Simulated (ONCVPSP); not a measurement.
**Ge: one change to an ONCV potential, before and after**

* Element: germanium
* Generator: ONCVPSP 4.0.1
* Type: optimised norm-conserving Vanderbilt (ONCV)
* Functional: PBEsol
* Relativity: scalar-relativistic
* Frozen core: [Ar] 3d10
* Valence charge: 4
* Reference configuration: 4s1 4p3
* Partial waves: 4s: rc 1.60 bohr, ncon 4, nbas 7, qcut 3.7 1/bohr, 2 projectors, debl 3.4 Ha; 4p: rc 1.75 bohr, ncon 4, nbas 9, qcut 5.1 1/bohr, 2 projectors, debl 3.3 Ha; d scattering state at 0.46 Ha: rc 1.90 bohr, ncon 4, nbas 7, qcut 5 1/bohr, 2 projectors, debl 3.2 Ha
* Local potential: polynomial inside 1.05 bohr (lpopt 5, dvloc0 0 Ha)
* Core correction: polynomial model core, fcfact 0.5

Change: p: rc 2.52.

Cutoffs: the cutoffs (Ha) at which the residual kinetic energy of the hardest occupied pseudo-wave falls to 1 and 0.1 mHa per electron; they do not see the model core or the augmentation charge, which bear on the density cutoff. Errors are all-electron minus pseudo energies relative to the spin-unpolarised reference configuration.

Question: What does the change do?

Answer: The potential gets neither clearly harder nor softer (15 Ha and 37 Ha → 15 Ha and 37 Ha); the s channel sets the loose cutoff, while the largest relative change is in p, which becomes softer; of the 4 tests that both files solve, the error grows in 1 and shrinks in 3 by more than 15 % and 0.3 meV (median size 11.9 → 7.5 meV); neither file shows a bound ghost.

```csv
quantity,base,changed
"cutoff, loose",15 Ha,15 Ha
"cutoff, tight",37 Ha,37 Ha
loose cutoff by channel,"s 15 Ha, p 7.6 Ha","s 15 Ha, p 4.9 Ha"
bound ghosts,none,none
GHOST(+) flags under 300 eV,"s at 46.5 eV, p at 167.1 eV","s at 46.5 eV, p at 148.8 eV"
"error for 4s2 4p2, meV [ΔE -7.98 eV]",-11,-7.1
"error for 4s2 4p1, meV [ΔE -0.53 eV]",-6.0,-2.5
"error for 4s2 4p0, meV [ΔE 14.92 eV]",-22,-26
"error for 4s0 4p4, meV [ΔE 8.23 eV]",-13,-7.8
s: phases at 1.62 bohr within 0.05 rad from the reference energy up to (Ha; the scan ends near 5),1.7,1.7
d: phases at 1.93 bohr within 0.05 rad from the reference energy up to (Ha; the scan ends near 5),4.5,4.5
"rms error of d²Exc/dni dnj with the model core, mHa",0.03,0.09
```

Base: The cutoffs count occupied waves only; projector 2 of the d channel, the hardest unoccupied one, needs 69 Ha at the loose tolerance. Changed file: The cutoffs count occupied waves only; projector 2 of the d channel, the hardest unoccupied one, needs 69 Ha at the loose tolerance.
